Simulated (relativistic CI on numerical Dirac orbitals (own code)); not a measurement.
Calculated at this level of theory: Dirac-Coulomb-Breit CI, orbitals from a KLI potential per configuration, QED by a radiative potential, unscaled Slater integrals (own radial code, finite nucleus).

Configuration list (outside the closed core 1s2): 2s², 2s2p, 2p², 2p3s, 2p3p, 2s3s, 2s3p, 2s3d, 2s4s, 2s4p, 2s4d, 2s4f, 2s5s, 3s², 2s5p, 2s5d, 2s5f, 2s5g, 3s3p, 3p². Levels of other configurations are missing.

At this charge energies of transitions that change n are usually good to better than 1 %, and those within a shell (Δn = 0) to a few per cent.

Outline of the computed level scheme of Ce LV. Lowest level of each configuration: 2s² ¹S0 at 0.00 eV; 2s2p ³P°0 at 116.01 eV; 2p² ³P0 at 334.70 eV; 2s3s ³S1 at 6334.72 eV; 2s3p ³P°0 at 6391.10 eV; 2p3s ³P°1 at 6479.89 eV; 2p3p ³D1 at 6514.54 eV; 2s3d ³D1 at 6566.32 eV; 2s4s ³S1 at 8512.41 eV.

Some strong electric-dipole decays among the lowest 36 levels: 2s3d ³D3 → 2s2p ³P°2 (6.3e+14 s⁻¹); 2s3d ³D2 → 2s2p ³P°1 (5.6e+14 s⁻¹); 2s3d ¹D2 → 2s2p ¹P°1 (5.4e+14 s⁻¹); 2s3d ³D1 → 2s2p ³P°0 (3.0e+14 s⁻¹); 2p3p ³P0 → 2s2p ³P°1 (2.5e+14 s⁻¹); 2s3p ¹P°1 → 2s² ¹S0 (2.4e+14 s⁻¹); 2p3p ³D1 → 2s2p ³P°1 (2.3e+14 s⁻¹); 2p3p ¹S0 → 2s2p ¹P°1 (2.1e+14 s⁻¹).

LS names give the leading component of a level, which can be under half, so a name can repeat, a term be missing and a line seem to break the LS rules.
